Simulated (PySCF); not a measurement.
A geometry optimisation, step by step.

Compound: CH₅BrSi.
Bonds: C1–Si2, Si2–Br3. Hydrogens: H4, H5, H6 on C1; H7, H8 on Si2.

Computed by this run: PySCF 2.14.0, PBE0-D3(BJ)/def2-SVP geometry optimisation, gas phase; density fitting, grid level 1; the optimiser is geomeTRIC in internal coordinates, started from a GFN2-xTB structure with every atom displaced at random (about 0.03 Å). 9 of its 15 geometries are shown. The frame can shift and turn from step to step; on so coarse a grid that alone can change the energy by a few meV, and forces under 0.02 eV/Å are noise.

Step 0: E = -79019.1018 eV, largest atomic force 4.811 eV/Å
```
atom  x, y, z in Å  |  force x, y, z in eV/Å
C1     -0.950    0.127    0.056   -1.798   2.976  -3.326
Si2     0.773   -0.389   -0.053    1.220   0.082  -0.064
Br3     2.038    1.417   -0.114    0.502   0.663   0.026
H4     -1.358   -0.039    0.993   -1.162  -0.755   2.352
H5     -1.619   -0.294   -0.759    0.638   0.027   0.921
H6     -1.111    1.294   -0.096    0.720  -2.133   0.226
H7      1.241   -1.119    1.138   -0.040  -0.370   0.205
H8      1.142   -1.064   -1.298   -0.080  -0.488  -0.340
```

Step 2: E = -79019.4682 eV, largest atomic force 0.256 eV/Å
```
atom  x, y, z in Å  |  force x, y, z in eV/Å
C1     -0.992    0.172    0.044   -0.178   0.179   0.042
Si2     0.807   -0.338   -0.065    0.099   0.013   0.011
Br3     2.137    1.469   -0.110   -0.047  -0.052   0.010
H4     -1.420   -0.052    1.035    0.066  -0.017  -0.061
H5     -1.603   -0.330   -0.722    0.033  -0.095   0.015
H6     -1.094    1.255   -0.123    0.034   0.001  -0.001
H7      1.223   -1.142    1.120    0.004  -0.021  -0.023
H8      1.096   -1.101   -1.313   -0.010  -0.008   0.007
```

Step 4: E = -79019.4726 eV, largest atomic force 0.063 eV/Å
```
atom  x, y, z in Å  |  force x, y, z in eV/Å
C1     -0.994    0.194    0.044    0.052  -0.034   0.010
Si2     0.804   -0.341   -0.066   -0.033   0.002  -0.001
Br3     2.149    1.449   -0.102    0.016  -0.001   0.008
H4     -1.403   -0.023    1.042   -0.002   0.036   0.011
H5     -1.597   -0.347   -0.701   -0.012   0.009   0.008
H6     -1.092    1.273   -0.144   -0.015  -0.012  -0.024
H7      1.214   -1.162    1.109   -0.009  -0.012  -0.002
H8      1.075   -1.109   -1.315    0.003   0.011  -0.009
```

Step 5: E = -79019.4464 eV, largest atomic force 1.086 eV/Å
```
atom  x, y, z in Å  |  force x, y, z in eV/Å
C1     -0.944    0.418    0.051    0.585  -0.472  -0.784
Si2     0.740   -0.432   -0.106   -0.445  -0.033  -0.166
Br3     2.416    1.008    0.050    0.195   0.195  -0.030
H4     -1.108    0.576    1.104   -0.265   0.373   0.763
H5     -1.643   -0.375   -0.276   -0.165   0.358  -0.062
H6     -1.078    1.365   -0.525    0.100  -0.626   0.260
H7      0.931   -1.451    0.964   -0.080   0.067   0.119
H8      0.842   -1.176   -1.395    0.076   0.138  -0.099
```

Step 7: E = -79019.4971 eV, largest atomic force 0.397 eV/Å
```
atom  x, y, z in Å  |  force x, y, z in eV/Å
C1     -0.962    0.314    0.067    0.194  -0.072  -0.339
Si2     0.766   -0.405   -0.098   -0.143  -0.026   0.011
Br3     2.300    1.211   -0.041    0.059   0.036  -0.005
H4     -1.234    0.375    1.122   -0.098   0.113   0.254
H5     -1.656   -0.385   -0.431   -0.059   0.128   0.041
H6     -1.057    1.316   -0.393    0.038  -0.272   0.059
H7      1.063   -1.346    1.020   -0.003   0.021   0.021
H8      0.936   -1.147   -1.380    0.010   0.073  -0.042
```

Step 9: E = -79019.5397 eV, largest atomic force 0.052 eV/Å
```
atom  x, y, z in Å  |  force x, y, z in eV/Å
C1     -0.917    0.382    0.110   -0.028  -0.012   0.033
Si2     0.716   -0.488   -0.132    0.011  -0.012   0.002
Br3     2.370    1.013   -0.078   -0.016   0.010   0.009
H4     -0.985    0.816    1.120    0.019  -0.007  -0.024
H5     -1.747   -0.330   -0.020   -0.005  -0.022   0.025
H6     -1.041    1.190   -0.624    0.013   0.037  -0.035
H7      0.968   -1.484    0.949    0.018   0.011  -0.008
H8      0.791   -1.166   -1.457   -0.013  -0.005  -0.002
```

Step 10: E = -79019.5409 eV, largest atomic force 0.047 eV/Å
```
atom  x, y, z in Å  |  force x, y, z in eV/Å
C1     -0.914    0.386    0.114   -0.032   0.010   0.032
Si2     0.712   -0.495   -0.135    0.017  -0.007   0.002
Br3     2.371    1.002   -0.080   -0.012   0.009   0.000
H4     -0.958    0.853    1.110    0.015  -0.016  -0.025
H5     -1.750   -0.324    0.022   -0.001  -0.018   0.018
H6     -1.046    1.173   -0.643    0.006   0.024  -0.023
H7      0.966   -1.493    0.943    0.014   0.005  -0.007
H8      0.777   -1.169   -1.464   -0.007  -0.007   0.003
```

Step 12: E = -79019.5411 eV, largest atomic force 0.030 eV/Å
```
atom  x, y, z in Å  |  force x, y, z in eV/Å
C1     -0.915    0.379    0.125    0.003   0.024   0.018
Si2     0.711   -0.496   -0.144    0.009   0.011   0.002
Br3     2.350    1.022   -0.106   -0.004  -0.003  -0.015
H4     -0.923    0.889    1.100    0.002  -0.013  -0.004
H5     -1.754   -0.334    0.095    0.004  -0.012   0.000
H6     -1.069    1.135   -0.660   -0.016  -0.001  -0.005
H7      0.998   -1.489    0.930   -0.003  -0.002  -0.001
H8      0.759   -1.171   -1.472    0.007  -0.005   0.005
```

Step 14: E = -79019.5412 eV, largest atomic force 0.024 eV/Å
```
atom  x, y, z in Å  |  force x, y, z in eV/Å
C1     -0.919    0.369    0.134    0.019   0.010  -0.010
Si2     0.715   -0.487   -0.151   -0.004   0.007   0.000
Br3     2.338    1.048   -0.139    0.002  -0.002  -0.008
H4     -0.917    0.887    1.105   -0.004  -0.001   0.011
H5     -1.747   -0.357    0.125    0.002  -0.005  -0.002
H6     -1.097    1.116   -0.655   -0.013  -0.011   0.005
H7      1.026   -1.473    0.924   -0.004   0.001   0.003
H8      0.757   -1.170   -1.476    0.003   0.000   0.000
```

Task: Summarise the path.

Result: The energy falls by 0.4394 eV from step 0 to step 14; nine tenths of that is first reached at step 8. It rises by more than 0.2 meV at step 5. The largest force goes from 4.811 to 0.024 eV/Å. Among the bonds C1–H6 changes most, from 1.188 to 1.101 Å; the atoms move by 0.467 Å rms after alignment.

The cost below is that of the whole optimisation. Hardware: an Arm Neoverse N1 with one thread (shared host). Cost: 62 s of wall time, 0.36 GiB resident at most.
